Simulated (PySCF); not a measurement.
PySCF 2.14 output of an unrestricted PBE0 calculation on a single atom or ion in x2c-QZVPPall with one added diffuse shell each of s, p, d, f, g type (12s8p6d4f3g, 121 functions), with the spin-free X2C one-electron Hamiltonian (Gaussian nucleus):

```
SCF conv_tol = 1e-09
number electrons alpha = 15  beta = 9
    C. Adamo and V. Barone.,  J. Chem. Phys. 110, 6158 (1999)
    M. Ernzerhof and G. E. Scuseria.,  J. Chem. Phys. 110, 5029 (1999)
cycle= 1 E= -1050.4690437644  delta_E= -0.0114  |g|= 0.0277  |ddm|= 0.189
cycle= 2 E= -1050.46955383964  delta_E= -0.00051  |g|= 0.023  |ddm|= 0.086
cycle= 3 E= -1050.47004098029  delta_E= -0.000487  |g|= 0.00702  |ddm|= 0.0355
cycle= 4 E= -1050.47094141831  delta_E= -0.0009  |g|= 0.0117  |ddm|= 0.0625
cycle= 5 E= -1050.4695445131  delta_E= 0.0014  |g|= 0.00856  |ddm|= 0.107
cycle= 6 E= -1050.468818981  delta_E= 0.000726  |g|= 0.023  |ddm|= 0.147
cycle= 7 E= -1050.46872378588  delta_E= 9.52e-05  |g|= 0.0275  |ddm|= 0.0144
cycle= 8 E= -1050.46897261384  delta_E= -0.000249  |g|= 0.0062  |ddm|= 0.0256
cycle= 9 E= -1050.46898021334  delta_E= -7.6e-06  |g|= 0.000632  |ddm|= 0.0156
cycle= 10 E= -1050.46898022389  delta_E= -1.05e-08  |g|= 3.87e-05  |ddm|= 0.002
cycle= 11 E= -1050.46898022425  delta_E= -3.59e-10  |g|= 1.77e-05  |ddm|= 7.94e-05
converged SCF energy = -1050.46898022425  <S^2> = 12.000472  2S+1 = 7.0001349
```

The run itself started from symmetry-adapted Hartree-Fock orbitals and held the occupation by maximum overlap, on a logarithmic radial grid, so the iterations belong to that start.

**Question.** Which element, charge and spin multiplicity is this?

**Answer.** Cr (chromium, neutral), multiplicity 7; the state was [Ar] 3d4 4s1 4p1, one real determinant (an excited configuration).

⟨L²⟩ = 7.99 against 12 for a pure F term, so this real determinant mixes terms.
